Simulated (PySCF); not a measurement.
C₄H₅FOSi (charge -1 and doublet state).
Cartesian coordinates in Å at the GFN2-xTB level; atoms count from 1:
```xyz
12
C4H5FOSi angstrom
O     -2.9517   -0.7670    0.9929
C     -1.8215   -0.5057    0.5445
C     -0.9089   -1.0511   -0.3736
C      0.0531   -0.0332   -0.1906
Si     1.7879    0.2700   -0.6110
F      2.1779   -0.3223   -2.0927
C     -0.8326    0.6460    0.8518
H     -0.9293   -1.9185   -1.0167
H      2.1242    1.7030   -0.7411
H      2.9256   -0.3326    0.1420
H     -1.1839    1.6499    0.5954
H     -0.4395    0.6609    1.8731
```

The hyperfine couplings belong to this conformer and change with its torsions.

Identity: `[O-][C]1C=C([SiH2]F)C1` [radical] (charge -1).

The calculation used PySCF, UKS B3LYP, pcH-1 on C F H O Si, non-relativistic, mean-field spin-orbit, GIAO. Whether the extra electron is bound in the gas phase wasn't checked; a finite basis holds it in any case. Couplings are sensitive to structure, and on GFN2-xTB geometries they can be far from those on DFT ones, by a factor of two or more for some ions and for spin on atoms past the first row. No stability test was run, so a lower SCF solution isn't excluded.

**Question.** Match the computed a_iso(13C) values +38.2, -13.7, -0.6 MHz with the sites C2; C4; C7.

**Answer.** 
```tsv
site	a_iso (MHz)	ρ(0) (bohr⁻³)	position	distance from C4 (Å)	spin population	largest |T| (MHz)
C2	-0.6	-0.0006	2 bonds from C4	2.07	+0.10	20.5
C4	+38.2	+0.0340	largest spin population	0.00	+0.45	69.1
C7	-13.7	-0.0122	1 bond from C4	1.53	-0.04	1.3
```

**Question.** The isotropic 1H couplings, averaged over equivalent nuclei, are +35.4, -12.7, +0.8 MHz. Assign them to H8; H9/H10; H11/H12.

**Answer.** 
```tsv
site	a_iso (MHz)	ρ(0) (bohr⁻³)	position	distance from C4 (Å)	bound to	spin population there	largest |T| (MHz)
H8	-12.7	-0.0029	2 bonds from C4, on C3 of spin population +0.16	2.28	C3	+0.16	9.8
H9/H10	+35.4	+0.0079	2 bonds from C4, on Si5 of spin population +0.11	2.83	Si5	+0.11	4.6
H11/H12	+0.8	+0.0002	2 bonds from C4	2.23	C7	-0.04	4.6
```

ρ(0) is the spin density at the nucleus and T the dipolar tensor; a_iso includes a spin–orbit part; entries for several nuclei are means. The largest Mulliken spin populations are on C4 (+0.45), O1 (+0.17), C3 (+0.16) and Si5 (+0.11). Three atoms exceed +0.15.

Examples of negative spin density at the nucleus (bohr⁻³): Si5 (-0.0206), C7 (-0.0122) and H8 (-0.0029).

Means are taken over nuclei equivalent by connectivity, which assumes that they swap fast. The 1H value of +35.4 MHz is a mean of couplings from 4.2 to 66.6 MHz in this one geometry, not an average over conformers.

C2, the radical centre as drawn in `[O-][C]1C=C([SiH2]F)C1`, holds a spin population of +0.10 out of 1.
